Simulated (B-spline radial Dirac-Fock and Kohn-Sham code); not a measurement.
**Levels of muonic ¹²⁵Ba**

Nucleus: ¹²⁵Ba, Fermi distribution (skin thickness 2.3 fm), rms radius 4.8177 fm (measured, Angeli and Marinova 2013).

Input of the calculation (task.json; shells as n, l, electrons):

```json
{"items": [{
  "Z": 56,
  "q": 0,
  "cfg": [[1, 0, 2], [2, 0, 2], [2, 1, 6], [3, 0, 2], [3, 1, 6], [3, 2, 10], [4, 0, 2], [4, 1, 6], [4, 2, 10], [5, 0, 2], [5, 1, 6], [6, 0, 2]],
  "A": 125,
  "rrms": 4.8177,
  "do": "muonic",
  "nuclei": [[125, 124.914472, 4.8177, "measured", "fermi"]]
}]}
```

Command: `python xray2_run.py task.json out`

Model: the Dirac equation of a negative muon with reduced mass in the field of a spherical finite nucleus, with the Uehling potential to all orders; nuclear polarisation, deformation, hyperfine structure, self-energy, higher-order vacuum polarisation, relativistic recoil and electron screening are left out. Program: a radial finite-basis atomic code.

```csv
level,binding (keV),"point nucleus, no QED (keV)",vacuum polarisation (keV),⟨r⟩ (fm)
1s1/2,6212,9217,42.048,9.7
2s1/2,1877,2330,9.659,32.0
2p1/2,2280,2330,13.827,21.9
2p3/2,2214,2227,12.793,22.8
3s1/2,883.9,1024,3.401,68.2
3p1/2,1006,1024,4.376,55.4
3p3/2,988.3,993.3,4.134,56.5
3d3/2,996.8,993.3,3.681,46.8
3d5/2,987.5,983.9,3.557,47.5
4d3/2,559.7,558.2,1.536,94.2
4d5/2,555.7,554.3,1.488,95.0
4f5/2,555.5,554.3,1.248,81.3
4f7/2,553.6,552.3,1.229,81.8
5f5/2,355.4,354.8,0.605,142.6
5f7/2,354.4,353.8,0.596,143.1
5g7/2,354.2,353.8,0.486,124.9
5g9/2,353.6,353.2,0.482,125.2
6g7/2,246.0,245.7,0.261,200.0
6g9/2,245.6,245.4,0.259,200.4
6h9/2,245.6,245.4,0.203,177.6
6h11/2,245.3,245.1,0.202,177.8
```

Question: By how much does the finite nuclear size lower the 1s binding energy?

Answer: By 3047 keV, 33.06 % of the point-nucleus value (point value plus vacuum polarisation less the binding energy). The 1s orbit has ⟨r⟩ = 9.7 fm.
